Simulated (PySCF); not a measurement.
Ta(NH)(OH)(NH2)2 (H6N3OTa), SMILES [NH]=[Ta]([NH2])([NH2])[OH], multiplicity 1.

Geometry optimised at PBE0-D3(BJ)/def2-SVP. The multiplicity is an assumed one; no other spin state was optimised. The structure was generated by enumeration; whether it is a known compound was not checked. The def2 effective core potentials stand for the cores of Ta; spin–orbit coupling is left out. One conformer was computed; it need not be the lowest.

Calculation: PBE0/def2-TZVP (PySCF).

Symmetry labels are those of the subgroup Cs that the program uses (full group Cs).

Computed valence orbital energies around the gap with their symmetry:
```csv
orbital,symmetry,energy (eV)
HOMO−7,A',-11.11
HOMO−6,A",-10.73
HOMO−5,A',-9.65
HOMO−4,A",-9.39
HOMO−3,A',-7.84
HOMO−2,A",-7.35
HOMO−1,A',-7.29
HOMO,A",-6.91
LUMO,A',0.19
LUMO+1,A",0.43
LUMO+2,A',0.61
LUMO+3,A',0.81
```
